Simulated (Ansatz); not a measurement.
Ideal-gas functions of BBr2HO (`OB(Br)Br`) at 500 K and 1 bar, from an Ansatz frequency run at PBE0-D4/def2-TZVP.

Molar mass 187.63 g/mol, point group Cs (symmetry number 1), electronic degeneracy 1, moments of inertia 88.215, 440.98, 529.195 u Å². Harmonic wavenumbers (cm⁻¹, unscaled): 168, 300, 430, 459, 576, 770, 1089, 1375, 3856.

Use S(trans) = R[1.5 ln M + 2.5 ln T − 1.1517]; rotational temperatures θ = 24.2544 K / I; S(rot) = R[ln(√π/σ · √(T³/θAθBθC)) + 1.5]; for each mode x = 1.438777 ν̃/T, S = R[x/(eˣ − 1) − ln(1 − e⁻ˣ)] and H = RT x/(eˣ − 1); 1 cm⁻¹ = 0.0119627 kJ/mol; R = 8.31446 J/(mol·K).

Question: By hand: the entropy, in J/(mol·K).

Answer: Translation 184.9. Rotation: θ = 0.2749, 0.055, 0.0458 K, giving 125.0. Vibration, mode by mode: 14.44, 9.79, 7.05, 6.58, 5.00, 3.22, 1.56, 0.80, 0.00, in all 48.4. Electronic 0.0. Sum 358.3 J/(mol·K).

Question: By hand: H − E and G − E in kJ/mol, counted from the electronic energy.

Answer: Zero-point energy ½ × 9023 × 0.0119627 = 54.0; thermal vibration 13.6; translation, rotation and pV give 4 RT = 16.6. H − E = 84.2 kJ/mol, and G − E = 84.2 − 500 × 358.3/1000 = -95.0 kJ/mol.

Vibration gives 14 % of the entropy. The sum counts one conformer and one mirror image; others add a mixing term.
